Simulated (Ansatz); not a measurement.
CClF (SMILES F[C]Cl), singlet, geometry from GFN2-xTB. Base run: Ansatz (a quantum-chemistry and plane-wave program) with PBE0/STO-3G.

Ansatz was given this input:
Ansatz 0.2 input:
```yaml
crystal:
  periodic: [false, false, false]
  atoms:
    - {symbol: F, position_ang: [-1.46348443, -0.30712072, 0.00275987]}
    - {symbol: C, position_ang: [-0.53985773, 0.63598266, 0.02854521]}
    - {symbol: Cl, position_ang: [0.96532390, -0.06187114, -0.01153588]}
basis:
  gaussian:
    orbitals: STO-3G
hamiltonian:
  xc: pbe0
```

The base run was repeated with changes; each row names its change, and settings that it needs were set with it.

```csv
change,E (Eh)
base,-590.84438
functional = blyp; dispersion = d3bj,-591.00696
functional = B97M-V,-591.07481
functional = PBE-QIDH,-590.63302
functional = r2scan,-591.05314
functional = pbe,-590.75800
functional = b3lyp5,-590.96009
functional = BHLYP,-591.06759
functional = B2GP-PLYP,-590.68030
functional = SVWN5,-588.57066
functional = hf,-589.90266
functional = lc_wpbe,-590.87341
functional = revpbe,-590.98842
```

Total energies compare only within one method and basis.
